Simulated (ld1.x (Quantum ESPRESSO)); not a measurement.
**What one change does to a pseudopotential (molybdenum, TM)**

ld1.x (Quantum ESPRESSO) 7.5 input, shortened:

```
&input
   title='Mo', zed=42., rel=1, dft='PZ', iswitch=3,
   config='[Kr] 4d5 5s1 5p0'
 /
 &inputp
   pseudotype=2, tm=.true., lloc=1,
   nlcc=.false.
 /
3
5S  1  0   1.00   0.00  2.50  2.50  0.0
4D  3  2   5.00   0.00  1.60  1.60  0.0
4P  2  1   6.00   0.00  1.25  1.25  0.0
 &test
   configts(1)='4p6 4d5 5s1 5p0'
 /
```

Change: functional PBE.

Cutoffs: the cutoffs (Ry, on a coarse ladder) from which the occupation-weighted sum of valence levels, in a spherical-Bessel basis at the reference potential, stays within 10 and 1 mRy of its value at 400 Ry; they do not see the model core or the augmentation charge, which bear on the density cutoff. Errors are all-electron minus pseudo energies relative to the spin-unpolarised reference configuration.

Task: Predict the effect on cutoff, ghosts and configuration errors.

Result: The potential gets neither clearly harder nor softer (90 Ry and 140 Ry → 90 Ry and 140 Ry); both files keep a bound ghost (s); the number of tests that count goes from 9 to 7; of the 7 tests that both files solve, the error grows in 2 and shrinks in 0 by more than 15 % and 0.3 meV (median size 14.0 → 16.9 meV).

```csv
quantity,base,changed
"cutoff, loose",90 Ry,90 Ry
"cutoff, tight",140 Ry,140 Ry
bound ghosts,s,s
"error for 4p6 4d5 5s0 5p0, meV [ΔE 7.19 → 6.89 eV]",-9.2,-8.8
"error for 4p6 4d4 5s0 5p0, meV [ΔE 22.89 → 22.35 eV]",+14,+20
"error for 4p6 4d3 5s0 5p0, meV [ΔE 49.85 → 49.10 eV]",+55,+66
"error for 4p6 4d5.5 5s0.5 5p0, meV [ΔE 0.31 → 0.28 eV]",-5.3,-5.7
"error for 4p6 4d5 5s0.5 5p0, meV [ΔE 2.86 → 2.73 eV]",-2.3,-2.4
"error for 4p6 4d4 5s1 5p0, meV [ΔE 8.26 → 8.06 eV]",-16,-17
"error for 4p6 4d4 5s2 5p0, meV [ΔE 0.14 → 0.20 eV]",-33,-36
s: phases at 2.70 bohr within 0.05 rad from the reference energy up to (Ry; the scan ends near 5),4.4,4.4
p: phases at 2.70 bohr within 0.05 rad from the reference energy up to (Ry; the scan ends near 5),to the end of the scan,to the end of the scan
d: phases at 2.70 bohr within 0.05 rad from the reference energy up to (Ry; the scan ends near 5),2.3,2.4
```

Base: These tests converged, but a pseudo level misses the all-electron one widely, so the file describes the atom poorly there or has found another state: 4p6 4d3 5s0 5p0: empty 5s by 2.8 eV (a node warning on the way). Changed file: These tests converged, but a pseudo level misses the all-electron one widely, so the file describes the atom poorly there or has found another state: 4p6 4d3 5s0 5p0: empty 5s by 2.8 eV (a node warning on the way). A true bound ghost makes a file unfit for plane-wave use even where its test errors are small: the radial tests pick states by their node count and pass the ghost by.
